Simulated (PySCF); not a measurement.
**Cu (copper, neutral): UHF calculation**

Configuration: [Ar] 3d10 4s1, 2S determinant. Computed with PySCF 2.14 in x2c-TZVPall, with scalar relativity by spin-free X2C-1e.

```json
{"Total energy": "-1653.132680 hartree", "One-electron energy": "-2307.6026 hartree", "Hartree (Coulomb) energy": "721.0361 hartree", "Exchange energy": "-66.5662 hartree", "⟨S²⟩": "0.7522", "⟨L²⟩": "0.000", "Sum of ⟨r⟩": "20.99 bohr", "Sum of ⟨r²⟩": "31.65 bohr²", "Langevin diamagnetic susceptibility": "-25.1 ×10⁻⁶ cm³/mol", "Time after the integrals": "0.28 s of wall time on 1 thread of AMD EPYC 7R43 64-Core Processor (shared host)"}
```

```csv
shell,electrons,mean orbital energy (eV),"rms radius, mean of both spins (bohr)"
1s α,1,-9047.5,0.0601
1s β,1,-9047.5,0.0601
2s β,1,-1133.6,0.254
2s α,1,-1133.6,0.254
2p β,3,-974.29,0.228
2p α,3,-974.21,0.228
3s α,1,-140.33,0.766
3s β,1,-140.32,0.766
3p β,3,-91.618,0.819
3p α,3,-91.459,0.819
3d β,5,-13.129,1.17
3d α,5,-13.006,1.17
4s α,1,-6.708,3.52
```

Densities and radii are taken from the X2C orbitals without a picture-change correction, which distorts them close to the nucleus.
